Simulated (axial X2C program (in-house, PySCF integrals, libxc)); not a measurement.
**Outer orbitals of AuCl at 2.224 Å, PBE0**

Computed with an in-house all-electron X2C program for linear molecules (integrals from PySCF). Spin-free means the one-electron spin-free X2C Hamiltonian; two-component (2c) means X2C with spin–orbit coupling and atomic mean-field two-electron Coulomb and Gaunt terms, so the difference of the two also holds small scalar two-electron terms. Basis: Au dyall-cv3z [13s14p9d6f4g], Cl dyall-av3z [9s8p3d2f] (cores contracted in-house); Gaussian nuclei, density fitting, unrestricted open shells. Masses: Au 196.967 u, Cl 34.969 u.

The distance is close to the 2c PBE0 minimum; the highest filled and lowest empty levels are listed.

Spin-free orbitals, state M_S = 0, Λ = 0 (closed shell) (Löwdin shares):

```json
{"symmetry": "σα", "occupied": "yes", "ε (eV)": "-22.28", "atomic character": "79% Cl s, 8% Au d, 6% Au p"}
{"symmetry": "σα", "occupied": "yes", "ε (eV)": "-11.70", "atomic character": "47% Cl p, 44% Au d, 4% Cl s"}
{"symmetry": "π-α", "occupied": "yes", "ε (eV)": "-10.56", "atomic character": "73% Au d, 25% Cl p"}
{"symmetry": "π+α", "occupied": "yes", "ε (eV)": "-10.56", "atomic character": "73% Au d, 25% Cl p"}
{"symmetry": "δ-α", "occupied": "yes", "ε (eV)": "-9.45", "atomic character": "100% Au d"}
{"symmetry": "δ+α", "occupied": "yes", "ε (eV)": "-9.45", "atomic character": "100% Au d"}
{"symmetry": "σα", "occupied": "yes", "ε (eV)": "-8.39", "atomic character": "43% Au d, 29% Cl p, 26% Au s"}
{"symmetry": "π+α", "occupied": "yes", "ε (eV)": "-8.02", "atomic character": "66% Cl p, 26% Au d, 4% Au p"}
{"symmetry": "π-α", "occupied": "yes", "ε (eV)": "-8.02", "atomic character": "66% Cl p, 26% Au d, 4% Au p"}
{"symmetry": "σα", "occupied": "no", "ε (eV)": "-3.80", "atomic character": "42% Au s, 28% Au p, 16% Cl p"}
{"symmetry": "π-α", "occupied": "no", "ε (eV)": "-0.20", "atomic character": "87% Au p, 5% Cl d, 5% Cl p"}
{"symmetry": "π+α", "occupied": "no", "ε (eV)": "-0.20", "atomic character": "87% Au p, 5% Cl d, 5% Cl p"}
{"symmetry": "σα", "occupied": "no", "ε (eV)": "0.65", "atomic character": "76% Au p, 7% Cl p, 7% Cl s"}
```

One partner of each degenerate Kramers or spin pair is listed.

Spinors with spin–orbit coupling (state Ω = 0):

```csv
ω,occupied,ε (eV),atomic character,λ mixture
1/2,yes,-22.31,"79% Cl s, 8% Au d, 6% Au p",100% σ
1/2,yes,-11.97,"56% Au d, 36% Cl p, 4% Cl s","84% σ, 16% π"
3/2,yes,-10.81,"86% Au d, 12% Cl p","61% π, 39% δ"
1/2,yes,-10.75,"63% Au d, 32% Cl p","81% π, 19% σ"
3/2,yes,-9.80,"78% Au d, 20% Cl p","58% δ, 42% π"
5/2,yes,-8.90,100% Au d,100% δ
1/2,yes,-8.55,"51% Cl p, 28% Au d, 16% Au s","63% σ, 37% π"
1/2,yes,-7.97,"46% Cl p, 37% Au d, 10% Au s","66% π, 34% σ"
3/2,yes,-7.86,"58% Cl p, 34% Au d, 3% Au p","97% π, 3% δ"
1/2,no,-3.82,"41% Au s, 28% Au p, 16% Cl p","99% σ, 1% π"
1/2,no,-0.37,"85% Au p, 6% Cl d, 5% Cl p","99% π, 1% σ"
3/2,no,-0.09,"88% Au p, 5% Cl p, 5% Cl d",100% π
1/2,no,0.64,"76% Au p, 7% Cl p, 7% Cl s",100% σ
```

One partner of each degenerate Kramers or spin pair is listed.

How does the gap between the highest filled and lowest empty level change from the spin-free to the 2c table?

From 4.22 to 4.04 eV at PBE0, a change of -0.18 eV.

Mulliken charges and populations of the two-component result (they depend on the basis, above all on diffuse functions):

Au 0.20 e (s 10.84 p 24.17 d 29.76 f 14.03), Cl -0.20 e (s 5.91 p 11.23 d 0.04 f 0.01).

Occupations by symmetry block were frozen at the best pattern of an incomplete PBE0 search.
